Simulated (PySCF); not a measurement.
A species of formula C3H5FOSi has this rotational fingerprint, computed with PBE0-D3(BJ)/def2-SVP geometry optimisation, gas phase in PySCF:

| Quantity | Value |
| --- | --- |
| Rotational constants | A = 11245, B = 900.3, C = 868.4 MHz |
| Dipole components | \|μa\| = 0.34 D, \|μb\| = 1.55 D, \|μc\| = 0.20 D |
| Inertial defect | -24.28 u·Å² |
| κ | -0.99 |

Question: Which structure is it? (One computed conformer of each.)
A. `[O:1]=[CH:2][Si@@H:3]1[CH2:4][C@@H:5]1[F:6]` with O1–C2–Si3–C4 -154°
B. `[OH:1][SiH2:2][C:3]#[C:4][CH2:5][F:6]` with H–O1–Si2–C3 -56°

Answer: B. It is O[SiH2]C#CCF, a near-prolate asymmetric top, point group C1. The candidates at the same level (rigid rotor, commonest isotopes):

| SMILES | A (MHz) | B (MHz) | C (MHz) | μa (D) | μb (D) | μc (D) | Δ (u·Å²) | point group | rotor |
| --- | --- | --- | --- | --- | --- | --- | --- | --- | --- |
| O=C[Si@@H]1C[C@@H]1F | 5413 | 1784 | 1519 | 1.98 | 1.73 | 0.24 | -43.88 | C1 | asymmetric top |
| O[SiH2]C#CCF | 11245 | 900.3 | 868.4 | 0.34 | 1.55 | 0.20 | -24.28 | C1 | near-prolate asymmetric top |

`O=C[Si@@H]1C[C@@H]1F` has B 98 % too high. No structure here is proved a minimum.
